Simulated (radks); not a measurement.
Ar V, 14 electrons, occupied as [Ne] 3s2 3p2.

Calculated with a radial shooting solver on a logarithmic mesh with Libxc functionals: non-relativistic Kohn-Sham, r2SCAN, spin-polarised, spherical densities, point nucleus; open shells are filled with parallel spins first; meta-GGA in the generalised Kohn-Sham scheme.

Energy parts (eV):
| part | energy |
|---|---|
| total | -14210.549 |
| kinetic | 14197.473 |
| electron-nucleus | -32893.340 |
| Hartree | 5273.215 |
| exchange-correlation | -787.897 |

Orbitals (lengths in bohr, moments of r in powers of bohr; <r^-3> diverges for s and p1/2):
orbital,occ.,eigenvalue (eV),<r>,<r^-3>
1s up,1,-3193.107,0.08621,-
1s down,1,-3192.310,0.08619,-
2s up,1,-368.4404,0.4136,-
2s down,1,-367.9894,0.4135,-
2p up,3,-301.7791,0.3751,126.0
2p down,3,-300.8707,0.3751,125.7
3s up,1,-84.1145,1.259,-
3s down,1,-79.2337,1.269,-
3p up,2,-67.3851,1.332,15.25
3p down,0,-62.7806,1.346,15.00

The highest occupied level is 3p up at -67.385 eV. Virial ratio -V/T = 2.00092. Summed over all electrons, <r^2> = 9.203 bohr^2, which gives a Langevin (diamagnetic) susceptibility term of -7.29 x 10^-6 cm^3/mol. The electron density at the nucleus is 3853 e/bohr^3. The density falls to 0.001 e/bohr^3 at r = 2.77 bohr. For comparison, the ionisation energy in NIST's Atomic Spectra Database is 74.8 eV (semi-empirical). In exact Kohn-Sham theory the highest level is minus the ionisation energy, but local and semilocal functionals leave it too shallow, through self-interaction and a potential that decays too fast; potentials with the right tail come closer. The spin density at the nucleus is 0.1191 e/bohr^3 (1s -0.5730, 2s 0.3995, 3s 0.2926), a Fermi contact field of 6.24 T.
